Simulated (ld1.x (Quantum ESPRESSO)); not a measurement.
The numbers below are computed, except where a source is named.
**Potentials for S (Z = 16) compared**

Generated with ld1.x 7.5 (TM, RRKJ, ultrasoft, PAW), atompaw 4.2 or ONCVPSP 4.0.1. The cutoff is in Ry: for ld1.x and atompaw files where the sum of valence levels is converged to 10 mRy in a Bessel basis, for ONCV files where the hardest occupied wave has 1 mHa per electron of residual kinetic energy. The error is the largest all-electron minus pseudo excitation energy over each file’s own four to seven test configurations (ionisations up to +4, promotions, holes and added fractions of an electron), all of which were solved. The labels leave out finer settings (local radius, basis sizes, second energies), which also bear on the numbers. Spin-polarised tests are not counted. The rows are a selection from randomly drawn settings: files with unsolved tests, undetermined cutoffs or missed reference levels are left out.

```tsv
potential	cutoff (Ry)	largest error (meV)	bound ghosts
TM, PBEsol, fully relativistic, rc 1.30/1.50 (sp), local s, core correction yes, reference 3s2 3p4	40	+86	none
TM, PBE, non-relativistic, rc 1.00/1.55 (sp), local s, core correction yes, reference 3s2 3p4	80	+284	none
ultrasoft, PBE, non-relativistic, rc 1.55/1.60 (sp), local smoothed, core correction no, reference 3s2 3p2	18	+41	none
TM, PBEsol, non-relativistic, rc 1.00/1.75 (sp), local smoothed, core correction yes, reference 3s2 3p3.5	80	+290	none
ultrasoft, BLYP, non-relativistic, rc 1.80/1.45 (sp), local smoothed, core correction yes, reference 3s2 3p4	15	-6.1	none
PAW, PBE, scalar-relativistic, rc 1.45/1.35 (sp), local smoothed, core correction yes, reference 3s2 3p4	15	-32	none
TM, PBE, scalar-relativistic, rc 1.35/1.65 (sp), local s, core correction yes, reference 3s2 3p2	40	+83	none
TM, PBEsol, scalar-relativistic, rc 1.35/1.45 (sp), local s, core correction yes, reference 3s2 3p3	40	+121	none
```

Q: Fill in the row for S: PAW, PBE, scalar-relativistic, rc 0.75/0.70/0.65 (spd), local smoothed, core correction yes, reference 2s2 2p6 3s1 3p5.

A: cutoff 260 Ry, largest error -19 meV, bound ghosts: none.
